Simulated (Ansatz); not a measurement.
Species: C2H5Si, SMILES `C=C[SiH2]` (C–C–Si–H torsion 20°) (charge 0, multiplicity 2), formula C2H5Si.

How many basis functions does frozen-core CCSD(T)/def2-TZVPP // B3LYP-D3(BJ)/def2-TZVP (Ansatz, a program for electronic structure) use, how many core orbitals are frozen, and how many electrons are correlated?

174 basis functions and 7 frozen orbitals, which leaves 17 correlated electrons. Core time is of the order of minutes.
